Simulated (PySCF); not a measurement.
From one molecule to another.

First species: C₈H₁₀.
InChI=1S/C8H10/c1-2-5-8-6-3-4-7-8/h3,6,8H,4,7H2,1H3/t8-/m0/s1

Second species: C6H11FNP.
Bonds: C1–N2, N2–P3, P3–C4, C4–C5, C5–C6, C6–C7, C6–C8 (double), C8–F9, P3–C8. Hydrogens: H10, H11, H12 on C1; H13 on N2; H14, H15 on C4; H16, H17 on C5; H18, H19, H20 on C7.

Levels: PBE0/pcSseg-1 for HOMO energy, LUMO energy and HOMO–LUMO gap. Geometries: GFN2-xTB. Each species is one conformer at its optimised geometry, gas phase, non-relativistic unless stated; the electronic structure was computed with PySCF and density fitting.

Values for the first species:

```
HOMO energy   : -6.95 eV
LUMO energy   : 0.57 eV
HOMO–LUMO gap : 7.52 eV
```

Question: Estimate the same properties for the second species, and the change in each.

Answer: 
```csv
property,first,second,second less first
HOMO energy,-6.95 eV,-5.91 eV,+1.04 eV
LUMO energy,0.57 eV,0.04 eV,-0.53 eV
HOMO–LUMO gap,7.52 eV,5.95 eV,-1.57 eV
```

